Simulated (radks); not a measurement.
Results of a calculation; reference values are marked as such.
Problem. These are the eigenvalues of the occupied orbitals of an atom or ion with whole-number occupations (hartree). Level of theory: Dirac Kohn-Sham, PBEsol, spin-unpolarised, spherical densities, finite nucleus; Fermi nuclear charge, rms radius of each element as measured or else 0.836 A^(1/3) + 0.57 fm (a radial shooting solver on a logarithmic mesh with Libxc functionals).

orbital  eigenvalue
1s1/2     -1477.933
2s1/2     -236.6664
2p1/2     -223.4942
2p3/2     -207.0936
3s1/2     -51.05904
3p1/2     -45.47587
3p3/2     -42.25363
3d3/2     -32.47806
3d5/2     -31.78584
4s1/2     -10.43122
4p1/2      -8.35758
4p3/2      -7.66371
4d3/2      -4.25722
4d5/2      -4.13567
5s1/2      -1.62746
5p1/2      -1.06506
5p3/2      -0.96519
4f5/2      -0.34136
5d3/2      -0.26623

Which element is it, and in what charge state? The configuration may be excited. Open shells, if any, fill j = l - 1/2 first.

Solution. Z = 58, cerium, charge +1: Ce+ in [Xe] 4f1 5d2. The list shows which subshells hold electrons but not how many an open one holds; the 1s level, -1477.9 hartree, gives Z - s = 54.4 by -(Z - s)^2/2, which with screening and relativity narrows Z to a few neighbours, and the depths of the outer levels then fix element, charge and occupations together.
